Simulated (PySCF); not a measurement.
Spinor energies of Re (rhenium, neutral)

Start: [Xe] 4f14 5d4 6s2 6p1; 5d5/2 filled at m_j = -1/2, +1/2, +3/2, +5/2; 6p3/2 filled at m_j = +3/2. Calculated with PySCF 2.14 in x2c-SVPall-2c with one added diffuse shell each of s, d type (8s9p10d2f, 99 functions): generalised Hartree-Fock with the X2C-1e Hamiltonian and a Gaussian nucleus; spin-orbit coupling (SO) screened by Boettger's factors. This is a chosen level, not necessarily the ground level.

| spinor shell | electrons | ε, screened SO (eV) | weight of nominal j (screened SO) | rms radius, screened SO (bohr) |
| --- | --- | --- | --- | --- |
| 1s1/2 | 2 | -72045.8 | 1.000 | 0.0204 |
| 2s1/2 | 2 | -12636.2 | 1.000 | 0.0824 |
| 2p1/2 | 2 | -12070.3 | 1.000 | 0.0700 |
| 2p3/2 | 4 | -10624.6 | 1.000 | 0.0775 |
| 3s1/2 | 2 | -2992.2 | 1.000 | 0.210 |
| 3p1/2 | 2 | -2740.1 | 1.000 | 0.202 |
| 3p3/2 | 4 | -2420.7 | 1.000 | 0.217 |
| 3d3/2 | 4 | -2001.0 | 1.000 | 0.192 |
| 3d5/2 | 6 | -1933.0 | 1.000 | 0.196 |
| 4s1/2 | 2 | -661.45 | 1.000 | 0.468 |
| 4p1/2 | 2 | -554.80 | 1.000 | 0.476 |
| 4p3/2 | 4 | -479.55 | 1.000 | 0.509 |
| 4d3/2 | 4 | -303.95 | 0.999 | 0.532 |
| 4d5/2 | 6 | -289.85 | 1.000 | 0.543 |
| 5s1/2 | 2 | -105.28 | 1.000 | 1.11 |
| 5p1/2 | 2 | -70.019 | 0.942 | 1.27 |
| 4f5/2 | 6 | -66.292 | 0.987 | 0.636 |
| 4f7/2 | 8 | -63.763 | 0.989 | 0.639 |
| 5p3/2 | 4 | -57.867 | 0.969 | 1.31 |
| 5d5/2 | 4 | -15.267 | 0.573 | 1.93 |
| 6s1/2 | 2 | -9.734 | 0.922 | 3.20 |
| 6p3/2 | 1 | -4.690 | 1.000 | 4.26 |

```tsv
quantity	screened SO
E (hartree)	-16699.50669
M_J	11/2
⟨J²⟩	36.773
⟨L²⟩	13.775
⟨S²⟩	8.410
```

The determinant has a definite M_J but mixes levels of different J.

Each row is a mean over spinors that exchange with the open shell spreads, by up to 7.338 eV (5p3/2).

Rows whose weight is well below 1 are mixtures of j = l ± 1/2: exchange outweighs spin-orbit coupling there, and the label is only the starting occupation.

Breit and QED terms are absent; they matter most for the inner s and p1/2 levels.

Densities and radii are taken from the X2C orbitals without a picture-change correction, which distorts them close to the nucleus.
